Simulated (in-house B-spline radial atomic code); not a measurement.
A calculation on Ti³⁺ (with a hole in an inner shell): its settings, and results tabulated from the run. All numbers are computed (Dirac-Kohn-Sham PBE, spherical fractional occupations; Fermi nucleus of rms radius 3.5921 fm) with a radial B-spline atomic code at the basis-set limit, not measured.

Command:
```bash
python run_scf.py task.json out
```
Settings (nuclear radius in fm, mass in u):
```
Z                22
configuration    1s2 2s2 2p6 3s2 3p6 3d1
hamiltonian      dirac
method           pbe,pbe
spin_polarised   False
nucleus          fermi
rms_radius       3.5921
atomic_mass      47.94794
speed_of_light   137.035999084
```

Output (hartree, bohr):
```
 radial grid: 68 intervals, B-splines of order 8, outer radius 18.6486 bohr

 iter        energy (Eh)    residual
    1        -845.096504    4.63e-01
    2        -849.946639    2.74e-01
    3        -851.658842    7.40e-02
    4        -851.803563    1.69e-02
    5        -851.809040    1.03e-02
    6        -851.812126    6.41e-04
    7        -851.812134    4.60e-05
    8        -851.812134    9.33e-07
    9        -851.812134    2.46e-08

 total energy                      -851.81213
 kinetic                             860.1893
 electron-nucleus                  -2003.3063
 Hartree                             332.4124
 exchange-correlation                -41.1076

 first-order corrections (not in the total)
   Gaunt                             0.2896
   retardation                      -0.0243
   frequency dependence             -0.0005
   self-energy                       0.1901
   Uehling                          -0.0147
   Wichmann-Kroll                    0.0001
   recoil                            0.0077

 orbital      occ     eigenvalue          <r>       <r^2>       <1/r>     <1/r^3>     <1/r^2>       r_max    small
 1s1/2      2.000      -180.1292    0.0695892  0.00651312     21.8035           -     970.779     0.04555  6.21e-03
 2s1/2      2.000       -20.9770     0.324726    0.124771      4.5594           -     87.5744      0.2689  1.08e-03
 2p1/2      2.000       -17.7114     0.288053     0.10247     4.49114           -     28.2761      0.2181  1.06e-03
 2p3/2      4.000       -17.4993     0.290741    0.104252     4.43418     260.025     27.1574      0.2203  1.05e-03
 3s1/2      2.000        -3.4924     0.992462     1.13253     1.41759           -     12.7538       0.865  2.28e-04
 3p1/2      2.000        -2.6230      1.05187     1.29483     1.30218           -     3.84758      0.8895  1.99e-04
 3p3/2      4.000        -2.5976       1.0591     1.31244     1.29057      31.335     3.70665      0.8956  1.97e-04
 3d3/2      0.400        -1.2763      1.26182     1.96983     1.01407     2.60529     1.37055      0.9239  1.28e-04
 3d5/2      0.600        -1.2739      1.26419     1.97691     1.01186     2.58303     1.36363      0.9257  1.27e-04
```

Cost of the run: 0.74 s on 1 thread of Arm Neoverse V2 (shared host).

For the Dirac Hamiltonian the kinetic term is c α·p + (β - 1)c².
